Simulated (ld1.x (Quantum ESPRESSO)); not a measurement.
**cobalt (Co), TM semilocal: configuration errors across variants**

cobalt (Co), norm-conserving Troullier–Martins (semilocal form), made with ld1.x (Quantum ESPRESSO) 7.5 (PBE, non-relativistic). Core [Ar], reference 3d7 4s1.75 4p0.25. Waves: 4s (bound): rc 2.25 bohr; 3d (bound): rc 0.85 bohr; 4p (bound): rc 2.90 bohr. Local part: the p channel. Core correction: Bessel-smoothed model core inside 0.40 bohr.

All-electron excitation energies from the reference (eV): (1) 3d7 4s2 4p0 -1.023; (2) 3d7 4s1 4p0 7.857; (3) 3d7 4s0 4p0 24.400; (4) 3d7.5 4s1.5 4p0 -2.170; (5) 3d7 4s1 4p1 3.182; (6) 3d6 4s2 4p0 14.519; (7) 3d6 4s0 4p0 60.502.

A semilocal file is local in each channel, so a ghost entry of none says nothing of the separable form that plane-wave codes build from it.

Errors AE − PS in meV (a dash: test not solved or not reliable):

| change | (1) | (2) | (3) | (4) | (5) | (6) | (7) | bound ghosts |
| --- | --- | --- | --- | --- | --- | --- | --- | --- |
| base | -0.1 | -5.4 | -44 | -34 | -1.0 | -203 | -142 | none |
| wave 4s (bound): rc 2.25 bohr becomes 4s (bound): rc 1.52 bohr | +0.1 | -1.8 | -21 | -23 | +0.6 | -21 | -211 | none |
| wave 4s (bound): rc 2.25 bohr becomes 4s (bound): rc 1.84 bohr | -0.1 | -5.0 | -41 | -33 | -0.8 | -188 | -151 | none |
| wave 4s (bound): rc 2.25 bohr becomes 4s (bound): rc 2.24 bohr | -0.1 | -5.4 | -44 | -34 | -1.0 | -203 | -142 | none |
| wave 4s (bound): rc 2.25 bohr becomes 4s (bound): rc 2.52 bohr | -0.1 | -4.5 | -45 | -30 | -1.3 | -160 | -190 | none |
| wave 4s (bound): rc 2.25 bohr becomes 4s (bound): rc 3.06 bohr | -0.4 | -3.0 | -80 | -15 | -4.5 | -2.6 | -417 | none |

(1) Give the same row for: wave 4s (bound): rc 2.25 bohr becomes 4s (bound): rc 3.26 bohr.

Results:

(1) -0.5, -3.0, -100, -9.6, -6.2, +51, -508; bound ghosts: none.
